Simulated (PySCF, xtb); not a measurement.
B(Me)3 (C₃H₉B), SMILES CB(C)C.

Harmonic wavenumbers (cm⁻¹) from xtb 6.7.1 with GFN2-xTB at its own minimum, in rising order: 35, 45, 94, 292, 293, 319, 680, 709, 723, 854, 876, 880, 917, 1182, 1184, 1384, 1384, 1392, 1486, 1489, 1491, 1493, 1496, 1502, 2995, 2997, 3001, 3018, 3021, 3024, 3035, 3036, 3037.

Task: What does B3LYP-D3(BJ)/def2-SVP in PySCF give at its own minimum? (An estimate is asked for; the answer gives what the named calculation found.)

Result: 24, 78, 130, 317, 319, 356, 627, 648, 711, 819, 860, 870, 975, 1169, 1171, 1302, 1321, 1325, 1418, 1420, 1427, 1442, 1449, 1456, 2993, 2995, 3000, 3067, 3068, 3070, 3111, 3113, 3114. Paired by order, the mean absolute difference is 41 cm⁻¹ and the zero-point energies are 70.6 and 70.3 kcal/mol.
